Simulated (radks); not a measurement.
Polarisability of the promethium ion Pm+, [Xe] 4f5 6s1, at imaginary frequency. All-electron calculation, scalar-relativistic Kohn-Sham, PBE, spin-polarised, spherical densities, finite nucleus; open shells are filled with parallel spins first (spin-orbit coupling, left out, can overturn this in heavy ions); Fermi nuclear charge, rms radius 4.962 fm. Program: a radial shooting solver on a logarithmic mesh with Libxc functionals. Response by self-consistent Sternheimer equations with the Hartree and adiabatic LDA kernel, the relativistic mass of each level held fixed and spin-orbit coupling left out.

w (hartree),alpha1(iw) (bohr^3)
0.00266,84.12
0.0143,83.08
0.0360,77.79
0.0697,64.76
0.118,46.40
0.186,30.03
0.280,19.19
0.413,12.78
0.605,8.839
0.892,6.042
1.35,3.842
2.12,2.168
3.59,1.045
6.94,0.3935
17.5,0.08809

Static values: alpha1 = 84.15 bohr^3 (12.47 angstrom^3; uncoupled 133.2). C6 = 770.0, triple-dipole C9 = 44540 atomic units. One-pole (London) frequency 4 C6 / (3 alpha1^2) = 0.145 hartree, against 0.319 for minus the highest occupied eigenvalue.
